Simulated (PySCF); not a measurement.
C$_{3}$H$_{7}$Si (SMILES C1C[SiH]C1), doublet, geometry from GFN2-xTB. Base run: PBE0/6-31G* (PySCF).

Geometry (Å):
```xyz
11

C      0.0717    -1.0739     0.7511
C      1.2165    -0.2191     0.1775
Si    -0.0716     0.9736    -0.5950
C     -1.1426    -0.5039    -0.0046
H     -0.0317    -0.9029     1.8228
H      0.2131    -2.1434     0.5913
H      1.8258    -0.7748    -0.5324
H      1.8864     0.1893     0.9324
H     -0.2798     2.2365     0.1275
H     -1.9963    -0.2794     0.6327
H     -1.4885    -1.1749    -0.7883
```
Charge 0, spin multiplicity 2.
Orbitals are unrestricted.
All else is at PySCF's defaults.
Base energy -407.66470 Eh.

Each row names what was changed in the base input (with any setting that the change needs).

```json
[
 {"change": "base", "ΔE vs base (µEh)": "0.0", "SCF cycles": "10", "<S^2>": "0.752"},
 {"change": "DIIS = ADIIS", "ΔE vs base (µEh)": "0.0", "SCF cycles": "14", "<S^2>": "0.752"},
 {"change": "conv_tol_grad = 1e-7", "ΔE vs base (µEh)": "0.0", "SCF cycles": "16", "<S^2>": "0.752"},
 {"change": "init_guess = mod_huckel", "ΔE vs base (µEh)": "0.0", "SCF cycles": "13", "<S^2>": "0.752"},
 {"change": "diis = off; damp = 0.3 (with mf.diis_start_cycle = 200; with mf.max_cycle = 150)", "ΔE vs base (µEh)": "0.0", "SCF cycles": "24", "<S^2>": "0.752"},
 {"change": "conv_tol = 1e-11", "ΔE vs base (µEh)": "0.0", "SCF cycles": "12", "<S^2>": "0.752"},
 {"change": "diis_space = 4", "ΔE vs base (µEh)": "0.0", "SCF cycles": "12", "<S^2>": "0.752"},
 {"change": "conv_tol = 1e-4", "ΔE vs base (µEh)": "6.2", "SCF cycles": "5", "<S^2>": "0.752"},
 {"change": "conv_tol_grad = 1e-3", "ΔE vs base (µEh)": "0.0", "SCF cycles": "10", "<S^2>": "0.752"},
 {"change": "level_shift = 0.1 (with mf.max_cycle = 100)", "ΔE vs base (µEh)": "0.0", "SCF cycles": "12", "<S^2>": "0.752"},
 {"change": "conv_tol = 1e-12", "ΔE vs base (µEh)": "0.0", "SCF cycles": "27", "<S^2>": "0.752"},
 {"change": "init_guess = atom", "ΔE vs base (µEh)": "0.0", "SCF cycles": "11", "<S^2>": "0.752"},
 {"change": "diis_space = 2", "ΔE vs base (µEh)": "0.0", "SCF cycles": "19", "<S^2>": "0.752"}
]
```

Open shells are given as the SCF converged; they aren't shown to be the lowest states, and a large step between rows can be another state.
